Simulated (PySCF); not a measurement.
A structure optimised at B3LYP-D3(BJ)/def2-TZVP, used in a PySCF frequency run:

```
Mg
C 1 2.0798
H 2 1.0929 1 111.39
H 2 1.0930 3 107.59 1 -122.35
H 2 1.0932 3 107.57 4 -115.52
Se 1 2.4401 5 156.66 2 179.01
H 6 1.4746 1 89.80 5 156.92
```

Task: Write its SMILES and formula.

Result: [CH3][Mg][SeH], CH₄MgSe

Task: What are its rotational constants (standard atomic weights)?

Result: 95.335, 1.5480, 1.5378 GHz
